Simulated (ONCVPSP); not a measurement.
## xenon: ONCV pseudisation with LDA (Perdew-Zunger), fully relativistic reference atom.

- Element: Xe (Z = 54)
- Generator: ONCVPSP 4.0.1
- Type: optimised norm-conserving Vanderbilt (ONCV)
- Functional: LDA (Perdew-Zunger)
- Relativity: fully relativistic
- Frozen core: [Kr] 4d10
- Valence charge: 8
- Reference configuration: 5s2 5p4 (charge +2)
- Partial waves: 5s: rc 1.65 bohr, ncon 5, nbas 9, qcut 3.8 1/bohr, 1 projector; 5p: rc 1.65 bohr, ncon 4, nbas 8, qcut 5 1/bohr, local
- Local potential: the p channel
- Core correction: none

Open shells are filled in proportion to 2j + 1.

All-electron outer shells of the reference configuration (LDA (Perdew-Zunger), scalar-relativistic, ld1.x):

```csv
shell,level (eV),outermost node (bohr),outermost maximum (bohr)
4p,-162.38,0.36,0.69
4d,-80.72,0.34,0.75
5s,-39.59,0.85,1.59
5p,-26.85,0.92,1.82
```

What the tests gave:

| Property | Result |
| --- | --- |
| Cutoffs needed | 17 Ha and 65 Ha (the cutoffs (Ha) at which the residual kinetic energy of the hardest occupied pseudo-wave falls to 1 and 0.1 mHa per electron) |
| Ghost test | no bound ghost flagged; no localised positive-energy state flagged |
| Largest excitation error | +146 meV (all-electron minus pseudo) for 5s2 5p2, out of 4 test configurations |

The potential misses its own reference levels by up to 1.1 eV, so it is not fit for use.

Generation and tests took about 3.4 s on one core of a shared server CPU.
